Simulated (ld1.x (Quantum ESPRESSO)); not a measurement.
**manganese (Mn), TM: configuration errors across variants**

ld1.x (Quantum ESPRESSO) 7.5 input, shortened:

```
&input
   title='Mn', zed=25., rel=2, dft='PZ', iswitch=3,
   config='[Ar] 3d5 4s2 4p0', rel_dist='average'
 /
 &inputp
   pseudotype=2, tm=.true., lloc=0,
   nlcc=.false.
 /
3
3P  2  1   6.00   0.00  1.45  1.45  0.0
3D  3  2   5.00   0.00  1.90  1.90  0.0
3S  1  0   2.00   0.00  1.20  1.20  0.0
 &test
   configts(1)='3s2 3p6 3d5 4s2 4p0'
 /
```

Open shells are filled in proportion to 2j + 1 (rel_dist='average').

Occupied shells without a wave of their own: 4s. They enter only through the test configuration that unscreens the potential.

All-electron excitation energies from the reference (eV): (1) 3s2 3p6 3d5 4s1 4p0 8.654; (2) 3s2 3p6 3d5 4s0 4p0 24.531; (3) 3s2 3p6 3d4 4s0 4p0 57.342; (4) 3s2 3p6 3d5 4s0 4p2 8.081; (5) 3s2 3p6 3d5 4s0 4p1 13.470; (6) 3s2 3p6 3d6 4s0 4p0 7.024; (7) 3s2 3p6 3d6 4s1 4p0 -0.398.

For the base: The 4s level has no wave, so the channel is fitted at the deeper level alone: the likely source of the large errors.

On the changes marked as counting shells twice: ld1.x takes every shell without a wave as core, so the model core holds the marked electrons as well and exchange and correlation see them twice. This cancels in the reference configuration, but the file is broken for other ones, and its errors say nothing about a proper core correction.

Tests that are not counted but printed errors over 1 eV. “core correction a·sin(br)/r model core inside 1.04 bohr (4s counted twice)”: 3s2 3p6 3d5 4s0 4p1 (solver errors, printed error -1.1 eV).

4 further variants failed, have other tests or another functional or relativity, and are left out.

The file “base” misses its own reference levels by 0.4 eV. The file “wave 3s (bound): rc 1.20 bohr becomes 3s (bound): rc 1.46 bohr” misses its own reference levels by 1.1 eV. The file “core correction a·sin(br)/r model core inside 1.04 bohr (4s counted twice)” misses its own reference levels by 0.4 eV. The file “wave 3p (bound): rc 1.45 bohr becomes 3p (bound): rc 1.70 bohr” misses its own reference levels by 0.4 eV. The file “type RRKJ; local potential the p channel” misses its own reference levels by 0.9 eV.

Errors AE − PS in meV (a dash: test not solved or not reliable):

```csv
change,(1),(2),(3),(4),(5),(6),(7),bound ghosts
base,-509,-1305,-1967,-762,-973,-727,-259,none
wave 3s (bound): rc 1.20 bohr becomes 3s (bound): rc 1.46 bohr,-1392,-3564,-5279,-2094,-2661,-2121,-774,none
core correction a·sin(br)/r model core inside 1.04 bohr (4s counted twice),-650,-2005,-3017,-849,–,-1049,-276,none
local potential all-electron potential smoothed inside 1.00 bohr (lloc = -1),-290,-750,-1151,-496,-602,-389,-136,none
wave 3p (bound): rc 1.45 bohr becomes 3p (bound): rc 1.70 bohr,-509,-1305,-1970,-816,-1013,-727,-259,none
type RRKJ; local potential the p channel,-188,-482,-713,-304,-377,-189,-60,not determined
```

(1) Give the same row for: wave 3d (bound): rc 1.90 bohr becomes 3d (bound): rc 2.86 bohr.

Answers

(1) -511, -1339, -1737, -774, –, -457, –; bound ghosts: none. Not counted: 3s2 3p6 3d6 4s1 4p0 (solver errors, printed error -2532 eV).
